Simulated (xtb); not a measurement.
Si(Me)2 (C2H6Si), SMILES C[Si]C (connectivity only; charge and spin as stated), neutral, multiplicity 1. All values are semi-empirical tight-binding results from xtb (GFN2-xTB unless named), good for trends rather than for accurate numbers. Geometry optimised at GFN2-xTB. The isomer is the one that the SMILES or the coordinates give; other isomers of the formula were not compared.

Computed properties:
* **point group as xtb finds it**: C2
* **orbital gap**: 2.35 eV
* **dipole moment**: 0.83 D
* **zero-point energy**: 45.0 kcal/mol
* **G − E(el) at 298.15 K (modified RRHO)**: 27.6 kcal/mol
* **static polarisability (D4 model)**: 59.4 bohr³
* **solvation energy, GFN2-xTB/ALPB(water)**: 1.3 kcal/mol
* **solvation energy, GFN2-xTB/ALPB(ch2cl2)**: -2.0 kcal/mol
